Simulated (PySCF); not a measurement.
A structure optimised at B3LYP-D3(BJ)/def2-TZVP, used in a PySCF frequency run:

```
Sr
Cl 1 2.6211
Cl 1 2.6211 2 143.88
```

**Question.** Write its SMILES, formula and point group.

**Answer.** [Cl][Sr][Cl], Cl2Sr, C2v

**Question.** What are its rotational constants (standard atomic weights)?

**Answer.** 19.534, 1.1479, 1.0841 GHz
